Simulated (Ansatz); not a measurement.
Reaction (formal exchange of groups at the Al–C bond): `N=[C](O)[Al]([NH2])[NH2]` + `COCS` → `C[O][Al]([NH2])[NH2]` + `N=C(O)CS`

Gas-phase electronic energies from Ansatz, PBE0-D4/def2-TZVP geometries. CCSD(T)/CBS adds triple-zeta CCSD(T) − MP2 to the extrapolated MP2 energy (def2 sets, frozen cores). This one scheme is used for every species. DFT in def2-TZVPP. Each species was taken in one conformer, which may not be the lowest.

`N=[C](O)[Al]([NH2])[NH2]`:

```xyz
12

N     2.070    0.446    0.452
C     0.899    0.220    0.884
O     0.530    0.192    2.193
Al   -0.501   -0.121   -0.477
N     0.016   -0.061   -2.157
N    -2.150   -0.459    0.051
H     2.757    0.615    1.196
H     1.302    0.372    2.750
H     0.975    0.134   -2.395
H    -0.539   -0.205   -2.983
H    -2.946   -0.648   -0.534
H    -2.415   -0.485    1.022
```

`COCS`:

```xyz
10

C     0.718   -0.351    1.149
O     0.725   -0.456   -0.254
C    -0.513   -0.250   -0.841
S    -1.150    1.457   -0.762
H     0.035   -1.086    1.595
H     0.418    0.652    1.470
H     1.732   -0.553    1.490
H    -0.425   -0.545   -1.885
H    -1.297   -0.853   -0.363
H    -0.242    1.984   -1.598
```

`C[O][Al]([NH2])[NH2]`:

```xyz
12

C    -1.282    1.152    1.333
O    -0.441    0.075    1.070
Al    0.430   -0.483   -0.263
N     0.372    0.369   -1.811
N     1.392   -1.943   -0.040
H    -0.918    1.717    2.199
H    -1.359    1.853    0.490
H    -2.295    0.803    1.566
H     0.874    0.101   -2.640
H    -0.174    1.195   -1.990
H     1.950   -2.393   -0.745
H     1.450   -2.445    0.830
```

`N=C(O)CS`:

Cartesian coordinates in Å:
```
N -0.448 0.863 1.298
C -0.131 0.703 0.092
O 0.136 1.759 -0.698
C 0.007 -0.572 -0.700
S -0.152 -2.091 0.250
H -0.624 -0.037 1.739
H 0.014 2.545 -0.149
H 0.948 -0.554 -1.251
H -0.787 -0.600 -1.451
H 1.037 -2.015 0.869
```

| species | B2PLYP energy (Eh) |
| --- | --- |
| `N=[C](O)[Al]([NH2])[NH2]` | -523.51280 |
| `COCS` | -553.04038 |
| `C[O][Al]([NH2])[NH2]` | -469.42315 |
| `N=C(O)CS` | -607.19836 |

(1) Work out ΔE.

Largest T1 diagnostic among the species: 0.013.

Answers

(1) ΔE = (-469.42315) + (-607.19836) − (-523.51280) − (-553.04038) = -0.06833 Eh = -179.4 kJ/mol. CCSD(T)/CBS gives -182.3 kJ/mol.

From PBE to PBE0 (25 % exact exchange), in def2-TZVPP and without D4, ΔE moves by −14.2 kJ/mol. In def2-TZVPP, CCSD(T) changes the Hartree–Fock value by +15.3 kJ/mol (the triples alone add +4.6 kJ/mol) and MP2 by +6.3 kJ/mol.
